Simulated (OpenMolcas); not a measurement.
# Exact exchange and the HOMO–LUMO gap of CH3AlF2

CH3AlF2 has 7 atoms, charge 0, and is taken as a singlet. SMILES: `[CH3][Al]([F])[F]`. Geometry: relaxed at PBE0-D4/def2-TZVP.

The HOMO–LUMO gap y, in eV, basis def2-SVPD; a is the functional's share of exact exchange. Programs: OpenMolcas 26.06.

| functional | program | a | y (eV) |
| --- | --- | --- | --- |
| TPSS | OpenMolcas | 0 | 6.73 |
| revPBE | OpenMolcas | 0 | 6.47 |
| B3LYP | OpenMolcas | 0.2 | 8.07 |
| PBE0 | OpenMolcas | 0.25 | ? |
| BHLYP | OpenMolcas | 0.5 | 10.41 |

Q: Fit y = c + s·a to the known rows and predict PBE0.

A: 
1. Means of the 4 rows: a = 0.1750, y = 7.920.
2. Σ(Δa)² = 0.1675, Σ(Δa·Δy) = 1.275, so the slope is 1.275/0.1675 = 7.6119.
3. Intercept: 7.920 − (7.6119) × 0.1750 = 6.588. The largest residual of the fit is 0.14.
4. PBE0: 6.588 + (7.6119) × 0.25 = 8.49 eV.

The run gave 8.61 eV, so the prediction is off by -0.12 eV, within the largest residual. Exact exchange lowers occupied levels and raises empty ones. The rows mix families of semi-local functionals, which the line can't see.
